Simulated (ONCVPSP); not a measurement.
**Varying the ONCV potential for carbon**

Base potential:

* Element: C
* Generator: ONCVPSP 4.0.1
* Type: optimised norm-conserving Vanderbilt (ONCV)
* Functional: PBE
* Relativity: scalar-relativistic
* Frozen core: [He]
* Valence charge: 4
* Reference configuration: 2s2 2p1.5 (charge +0.5)
* Partial waves: 2s: rc 1.30 bohr, ncon 3, nbas 6, qcut 6.4 1/bohr, 2 projectors, debl 1.6 Ha; 2p: rc 1.55 bohr, ncon 3, nbas 6, qcut 8.4 1/bohr, 1 projector; d scattering state at 0.1 Ha: rc 1.65 bohr, ncon 3, nbas 6, qcut 5.2 1/bohr, 1 projector
* Local potential: polynomial inside 0.85 bohr (lpopt 5, dvloc0 4 Ha)
* Core correction: polynomial model core, fcfact 0.75

All-electron outer shells of the reference configuration (PBE, scalar-relativistic, ld1.x):

```json
{"shell": "1s", "level (eV)": "-280.20", "outermost node (bohr)": "–", "outermost maximum (bohr)": "0.17"}
{"shell": "2s", "level (eV)": "-19.38", "outermost node (bohr)": "0.38", "outermost maximum (bohr)": "1.20"}
{"shell": "2p", "level (eV)": "-10.72", "outermost node (bohr)": "–", "outermost maximum (bohr)": "1.16"}
```

Cutoffs, loose and tight: the cutoffs (Ha) at which the residual kinetic energy of the hardest occupied pseudo-wave falls to 1 and 0.1 mHa per electron. They do not see the model core or the augmentation charge, which bear on the density cutoff. Test errors are all-electron minus pseudo excitation energies from the reference, over the configurations 2s2 2p2; 2s2 2p1; 2s2 2p0; 2s1 2p2. A dash means not determined; rows that change the core or the reference have their own tests.

A true bound ghost makes a file unfit for plane-wave use even where its test errors are small: the radial tests pick states by their node count and pass the ghost by.

```tsv
change	outcome	cutoff, loose	cutoff, tight	bound ghosts	GHOST(+) flags above zero	largest test error (meV)
base	generated	22 Ha	27 Ha	none	none	+97
local potential polynomial inside 0.85 bohr (lpopt 5, dvloc0 -2 Ha)	generated	22 Ha	27 Ha	d	none	+97
local potential polynomial inside 0.85 bohr (lpopt 5, dvloc0 -1.5 Ha)	generated	22 Ha	27 Ha	d	none	+97
local potential polynomial inside 0.85 bohr (lpopt 5, dvloc0 0 Ha)	generated	22 Ha	27 Ha	none	none	+97
local potential polynomial inside 0.85 bohr (lpopt 5, dvloc0 1.5 Ha)	generated	22 Ha	27 Ha	none	none	+97
local potential polynomial inside 0.85 bohr (lpopt 5, dvloc0 3 Ha)	generated	22 Ha	27 Ha	none	none	+97
local potential polynomial inside 0.85 bohr (lpopt 5, dvloc0 5.5 Ha)	generated	22 Ha	27 Ha	none	none	+97
local potential polynomial inside 0.85 bohr (lpopt 5, dvloc0 7 Ha)	generated	22 Ha	27 Ha	none	none	+97
local potential polynomial inside 0.85 bohr (lpopt 5, dvloc0 8 Ha)	generated	22 Ha	27 Ha	none	none	+96
local potential polynomial inside 0.85 bohr (lpopt 5, dvloc0 9.5 Ha)	generated	22 Ha	27 Ha	none	none	+96
```

Reading the sweep of the dvloc0 (base included, trends over the rows without a ghost): The loose cutoff stays near 22 Ha. The median size of the test errors (rows with all tests solved) stays near 4.2 meV. Bound ghosts are found at -2, -1.5 Ha.
